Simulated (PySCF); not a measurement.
Ti(OH)4 cation (H4O4Ti), SMILES [OH][Ti]([OH])([OH])[OH] (connectivity only; charge and spin as stated), charge +1, multiplicity 2.

Geometry: ωB97X-D3(BJ)/def2-SVP. The spin state was assumed, not searched. The isomer is the one that the SMILES or the coordinates give; other isomers of the formula were not compared. Other conformers were not sampled.

Two levels are set side by side: PBE/def2-TZVP (PySCF) and B3LYP/def2-TZVP (PySCF). Same geometry, gas phase. Differences are taken from unrounded values.

```
quantity                     B3LYP
---------------------------  -----
α-spin orbital gap (eV)       6.98
β-spin orbital gap (eV)       2.25
mean polarisability (bohr³)   50.3
```

Question: What does PBE give, and how far is it from B3LYP? (The exact figures need the calculation; the answer reports its results.)

Answer: 
| quantity | PBE | PBE minus B3LYP |
|---|---|---|
| α-spin orbital gap (eV) | 4.97 | -2.01 |
| β-spin orbital gap (eV) | 0.19 | -2.05 |
| mean polarisability (bohr³) | 59.6 | 9.3 |

Loosely held outer electrons make PBE densities more polarisable. Differences between two approximate levels are no errors against the true value.

Rough cost on one machine, each run with all the roots and properties that it gave: B3LYP against PBE within a factor of 2.
